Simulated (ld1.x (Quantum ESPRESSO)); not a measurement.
As (Z = 33): variants of one ultrasoft potential

Base potential:

As (Z = 33), ultrasoft, made with ld1.x (Quantum ESPRESSO) 7.5 (LDA (PZ), scalar-relativistic). Core [Ar] 3d10, reference 4s1.75 4p3.25. Waves: 4s (bound): rcut 1.60, rcutus 1.85 bohr; 4s channel at -0.8 Ry: rcut 1.60, rcutus 1.85 bohr; 4p (bound): rcut 1.45, rcutus 1.65 bohr; 4p channel at 1.5 Ry: rcut 1.45, rcutus 1.65 bohr; 4d channel at 0.1 Ry: rcut 1.35, rcutus 1.50 bohr. Local part: all-electron potential smoothed inside 1.50 bohr (lloc = -1). Core correction: a·sin(br)/r model core inside 1.40 bohr. Augmentation charge: PSQ, inside the norm-conserving radii.

All-electron outer shells of the reference configuration (LDA (PZ), scalar-relativistic, ld1.x):

| shell | level (eV) | outermost node (bohr) | outermost maximum (bohr) |
| --- | --- | --- | --- |
| 3p | -133.84 | 0.22 | 0.52 |
| 3d | -41.31 | – | 0.47 |
| 4s | -14.93 | 0.73 | 1.59 |
| 4p | -5.51 | 0.78 | 1.97 |

Cutoffs, loose and tight: the cutoffs (Ry, on a coarse ladder) from which the occupation-weighted sum of valence levels, in a spherical-Bessel basis at the reference potential, stays within 10 and 1 mRy of its value at 400 Ry. They do not see the model core or the augmentation charge, which bear on the density cutoff. Test errors are all-electron minus pseudo excitation energies from the reference, over the configurations 4s2 4p3; 4s2 4p2; 4s2 4p1; 4s0 4p5; 4s1 4p3; 4s1 4p4; 4s2 4p3.3 (two spin-polarised tests are not counted in the largest error). A dash means not determined; rows that change the core or the reference have their own tests.

A true bound ghost makes a file unfit for plane-wave use even where its test errors are small: the radial tests pick states by their node count and pass the ghost by.

| change | outcome | cutoff, loose | cutoff, tight | bound ghosts | largest test error (meV) |
| --- | --- | --- | --- | --- | --- |
| base | generated | 8 Ry | 18 Ry | none | -33 |
| local potential all-electron potential smoothed inside 0.76 bohr (lloc = -1) | generated | 8 Ry | 21 Ry | s, p | test run stopped at test 1 of 9 (negative rho) |
| local potential all-electron potential smoothed inside 1.20 bohr (lloc = -1) | generated | 8 Ry | 18 Ry | none | -32 |
| local potential all-electron potential smoothed inside 1.36 bohr (lloc = -1) | generated | 8 Ry | 18 Ry | none | -33 |
| local potential all-electron potential smoothed inside 1.56 bohr (lloc = -1) | generated | 8 Ry | 18 Ry | none | -33 |
| local potential all-electron potential smoothed inside 1.72 bohr (lloc = -1) | generated | 8 Ry | 18 Ry | none | -33 |
| local potential all-electron potential smoothed inside 1.82 bohr (lloc = -1) | generated | 8 Ry | 18 Ry | none | -33 |
| local potential all-electron potential smoothed inside 1.96 bohr (lloc = -1) | generated | 8 Ry | 18 Ry | none | -33 |
| local potential all-electron potential smoothed inside 2.16 bohr (lloc = -1) | generated | 8 Ry | 18 Ry | none | -33 |

What comes out with this change to the base: local potential all-electron potential smoothed inside 1.02 bohr (lloc = -1)?

outcome: generated; cutoff, loose: 8 Ry; cutoff, tight: 18 Ry; bound ghosts: s; largest test error (meV): -33.

What comes out with this change to the base: local potential all-electron potential smoothed inside 0.86 bohr (lloc = -1)?

outcome: generated; cutoff, loose: 8 Ry; cutoff, tight: 21 Ry; bound ghosts: s; largest test error (meV): -33.

Reading the sweep of the rcloc (base included, trends over the rows without a ghost): The loose cutoff stays near 8 Ry. The median size of the test errors (rows with all tests solved) stays near 3.6 meV. Bound ghosts are found at 0.76, 0.86, 1.02 bohr.
